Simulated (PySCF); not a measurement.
C9H7N3.
Numbering: `[CH3:1][n:2]1[n:3][c:4]([C:5]#[N:6])[c:7]2[cH:8][cH:9][cH:10][cH:11][c:12]12`

Probes without a nucleus sit at each ring's centroid and 1 Å off its mean plane on both sides; NICS is minus the shielding there, NICSzz its component along the normal. Level: GIAO PBE0/pcSseg-1 (PySCF, non-relativistic, gas phase) on the GFN2-xTB geometry, one conformer.

Ring bond lengths (Å), with Mayer bond orders in brackets: N2–N3 1.326 (1.25), N3–C4 1.323 (1.47), C4–C7 1.430 (1.14), C7–C12 1.415 (1.18), C12–N2 1.362 (0.87); C7–C8 1.395 (1.31), C8–C9 1.374 (1.51), C9–C10 1.403 (1.36), C10–C11 1.375 (1.51), C11–C12 1.393 (1.34), C12–C7 1.415 (1.18).

**Question.** What do the NICS probes read (ppm)?

**Answer.** 
| ring | type | NICS(0) | NICS(1), two faces | NICS(1)zz, two faces | rms pucker (Å) | centre to ring atoms, mean (Å) |
| --- | --- | --- | --- | --- | --- | --- |
| N2–N3–C4–C7–C12 | 5-membered ring with 2 N; formal bonds all aromatic | -13.8 | -12.6 / -12.6 | -30.0 / -30.0 | 0.00 | 1.17 |
| C7–C8–C9–C10–C11–C12 | 6-membered carbocycle; formal bonds all aromatic | -10.4 | -12.2 / -12.2 | -30.1 / -30.1 | 0.00 | 1.39 |

**Question.** What can be read from them?

**Answer.** 
- N2–N3–C4–C7–C12: mean NICS(1)zz -30.0 ppm, shielded. For a flat ring without four-coordinate atoms the NICS criterion counts such a value as aromatic, though in fused rings the probe also feels the neighbouring ring.
- C7–C8–C9–C10–C11–C12: mean NICS(1)zz -30.1 ppm, shielded, aromatic by this magnetic criterion (flat ring, no four-coordinate atom), though in fused rings the probe also feels the neighbouring ring.

**Question.** How equal are the bonds by HOMA? Use HOMA with the parameters of Krygowski (1993).

**Answer.** 
- N2–N3–C4–C7–C12: HOMA 0.85; the largest term is that of C4–C7, α(R − Ropt)² = 0.45. The geometric and the magnetic index point the same way.
- C7–C8–C9–C10–C11–C12: HOMA 0.94 = 1 − EN − GEO, with mean bond length 1.393 Å, EN = α(Ropt − mean)² = 0.005 and GEO = α × variance = 0.054. The geometric and the magnetic index point the same way.
